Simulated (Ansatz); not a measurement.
The multiplicity is imposed and other spin states were not computed.

Species: [Zn(OH)(OCH3)] (charge 0, multiplicity 1).

**Question.** Give a relaxed geometry from Ansatz (a program for electronic structure) with PBE-D3(BJ)/def2-SVP.

**Answer.** One answer among several that fit: the end point of this relaxation, one of several conformers.
Cartesian coordinates (Å) in one orientation:
```xyz
8

Zn     0.231    -0.013     0.105
O      1.493     0.733    -0.904
H      1.138     1.493    -1.402
O     -0.965    -0.966     1.019
C     -1.278    -0.716     2.365
H     -0.408    -0.814     3.062
H     -2.036    -1.462     2.702
H     -1.728     0.293     2.549
```
